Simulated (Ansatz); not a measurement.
Reactions of C₂H₆OSi₂ (`O=C=C([SiH3])[SiH3]`).

Program: Ansatz. Geometries: PBE0-D4/def2-TZVP. ΔE: electronic, gas phase. CCSD(T)/CBS is the MP2 limit (def2-TZVPP, def2-QZVPP) plus CCSD(T) − MP2 in def2-TZVPP, frozen cores. This one scheme is used for every species. Functionals use def2-TZVPP. For Ge outer-core shells are correlated without core-valence functions, which leaves a few kJ/mol of doubt a bond. Scalar relativity is left out up to krypton. One conformer a species, not always the lowest.

```tsv
reaction	CCSD(T)/CBS(def2) (kcal/mol)
`O=C=C([SiH3])[SiH3]` + `[SiH3][NH][GeH3]` → `[SiH3][N]([SiH3])[GeH3]` + `O=C=C[SiH3]`	-5.5
`O=C=C([SiH3])[SiH3]` + `OCS[SiH3]` → `[SiH3]OCS[SiH3]` + `O=C=C[SiH3]`	?
`O=C=C([SiH3])[SiH3]` + `N=CO` → `O/C=N/[SiH3]` + `O=C=C[SiH3]`	-2.0
`O=C=C([SiH3])[SiH3]` → `[SiH3]C1=CO[SiH2]1`	-3.0
`O=C=C([SiH3])[SiH3]` → `O[SiH]1C=C1[SiH3]`	-3.9
```

Q: Fill in the missing values. (An estimate is asked.)

A: Ansatz gave: `O=C=C([SiH3])[SiH3]` + `OCS[SiH3]` → `[SiH3]OCS[SiH3]` + `O=C=C[SiH3]`: -10.6 kcal/mol.

Largest T1 diagnostic: 0.016, for `O=C=C[SiH3]`.
